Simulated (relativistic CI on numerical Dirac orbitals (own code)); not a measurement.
# What each ingredient does to the levels of Xe⁴⁺

Base calculation: Dirac-Coulomb-Breit CI, orbitals from a KLI potential per configuration, model QED, valence Slater integrals scaled by 0.85, P86 correlation energy added to each configuration.

Configuration list (outside the closed core [Kr] 4d10): 5s2.5p2, 5s.5p3, 5s2.5p.5d, 5p4, 5s.5p2.5d, 5s2.5p.5f, 5s2.5p.4f, 5s2.5p.6s, 5s2.5p.5g, 5s2.5p.6p, 5s.5p2.5f, 5s2.4f.5d, 5s.5p2.5g, 5s2.5p.6d, 5s2.5p.7s, 5s.5p2.4f, 5p3.5d, 5s2.5p.7p, 5s.5p2.6s, 5p3.4f, 5s.5p.5d2, 5s.5p2.6p, 5s2.5p.6f, 5s2.5p.7d, 5s2.5p.8s, 5s2.5f.6s, 5s.5p.4f2, 5s2.5p.8p, 5s2.5d2, 5s.5d3, 5s2.4f2, 5s.4f2.5d, 5p2.5d2, 5p.5d3, 5p.5d2.5f, 5p.4f.5d2, 5p.5d2.6s, 5p2.4f2, 5p.4f2.5d, 5p.4f2.5f, 5p.4f3, 5p.4f2.6s, 5s2.5f2, 5s.5d.5f2, 5s2.5g2, 5s.5d.5g2, 5s.5p.4f.5d, 5s.4f.5d2, 5s.4f.5d.5f, 5s.4f.5d.6s, 5s2.5d.5g, 5s.5d2.5g. Double excitations out of closed p, d and f shells are left out; levels of such configurations are missing from the list, as are those of other unlisted configurations, and high levels can miss mixing partners. These lack a partner that the ground configuration has and come out too high: 5s.5p2.5f, 5s.5p2.6s, 5s.5p2.6p, 5s2.5p.5g, 5s2.5p.6p.

Variants: (1) no correlation estimate; (2) self-excluded LDA correlation estimate; (3) configuration mixing switched off; (4) Breit term removed. Shifts of the energy above 5s2.5p2 3P_0, in cm⁻¹, for the lowest level and the first level of each name with at least 55 % of one term (blank where a level changes its place among those of its configuration and J or its character, or is not in the variant):

```
          Level      Base     Δ(1)    Δ(2)     Δ(3)    Δ(4)  Measured
   5s2.5p2 3P_0       0.0      0.0     0.0      0.0     0.0       0.0
   5s2.5p2 3P_1    9146.9     -1.8    -0.1    -76.6  +162.1    9291.8
   5s2.5p2 3P_2   13912.6     -2.4    -0.8   +482.3  +194.1   14126.7
   5s2.5p2 1D_2   27891.6     -5.8    -1.2  +1505.3  +350.2   28411.2
   5s2.5p2 1S_0   42866.8    -16.1    +4.5  +3341.2  +359.5   44470.4
   5s.5p3 5S°_2   89895.4   -646.5  +153.9  -5255.8  +102.6   92182.8
   5s.5p3 3D°_1  114342.1   -817.7  +157.9  +4941.0  +124.3  115286.3
   5s.5p3 3D°_2  114970.6   -814.2  +157.7  +4721.0  +151.4  116097.0
   5s.5p3 3D°_3  118766.6   -811.4  +157.8  +5245.0  +229.2  119919.0
   5s.5p3 3P°_0  131723.5   -801.5  +159.6  +2777.6  +226.4  133408.1
   5s.5p3 3P°_1  133089.9   -813.6  +159.6  +3365.0  +260.7  134575.2
5s2.5p.5d 3F°_2  157971.9  -2076.5  +143.4           +353.5  156506.8
   5s.5p3 3S°_1  160606.8   -770.2  +168.4  +3847.2  +183.0  155518.1
5s2.5p.5d 3F°_3  161981.7  -2180.6  +142.1    -93.2  +414.9  160630.4
```

At this charge configurations can still be misplaced by up to about 7 % of their energy. Levels and lines within the n = 5 or 6 shells can be off by up to 10 % or somewhat more, and those that change n by about 2 %, since core polarisation is missing. 36 of the 52 excited levels that our extract of the measured tables holds in this range could be paired (the sources list more); they are missed by 4339 cm⁻¹ on average and 11185 at most, and levels without a partner can miss by more.

Measured levels: Saloman, J. Phys. Chem. Ref. Data 33, 765 (2004).

Ionisation energy from the two ground configurations alone: base 54.98 eV; no correlation estimate 53.79 eV; self-excluded LDA correlation estimate 55.23 eV; Breit term removed 55.02 eV. The NIST ASD value (semi-empirical) is 54.1 eV.

LS names give the leading component of a level, which can be under half, so a name can repeat, a term be missing and a line seem to break the LS rules.
